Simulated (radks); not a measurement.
All-electron atom: Yb+ in [Xe] 4f14 6s1.

Calculated with a radial shooting solver on a logarithmic mesh with Libxc functionals: non-relativistic Kohn-Sham, PBE, spin-unpolarised, spherical densities, point nucleus; relativity is left out, which matters for an element this heavy.

Energy parts (eV):
part                      energy
total                 -364498.36
kinetic                364397.61
electron-nucleus      -867608.39
Hartree                146320.25
exchange-correlation    -7607.83

Orbitals (lengths in bohr, moments of r in powers of bohr):
orbital  occ.  eigenvalue (eV)      <r^2>
1s          2        -56762.04  0.0006265
2s          2        -9209.127   0.009864
2p          6        -8803.045   0.007309
3s          2        -2061.736    0.06256
3p          6        -1876.366    0.05811
3d         10        -1531.001    0.04561
4s          2        -396.8989     0.3133
4p          6        -321.5329     0.3280
4d         10        -185.4540     0.3675
5s          2         -52.1096      1.969
5p          6         -32.5276      2.578
4f         14         -13.9586     0.7478
6s          1          -8.5354      16.49
5d          0          -7.1046      8.821
6p          0          -5.5539      25.71

The highest occupied level is 6s at -8.535 eV. Summed over all electrons, <r^2> = 53.63 bohr^2, which gives a Langevin (diamagnetic) susceptibility term of -42.5 x 10^-6 cm^3/mol. For comparison, the ionisation energy in NIST's Atomic Spectra Database is 12.179 eV (measured). In exact Kohn-Sham theory the highest level is minus the ionisation energy, but local and semilocal functionals leave it too shallow, through self-interaction and a potential that decays too fast; potentials with the right tail come closer. The electron density at the nucleus is 2.45e+05 e/bohr^3. Virial ratio -V/T = 2.00028. The density falls to 0.001 e/bohr^3 at r = 4.44 bohr.

Beside tabulated values, note that spin-unpolarised runs miss the spin-polarisation part of the exchange energy of open shells.
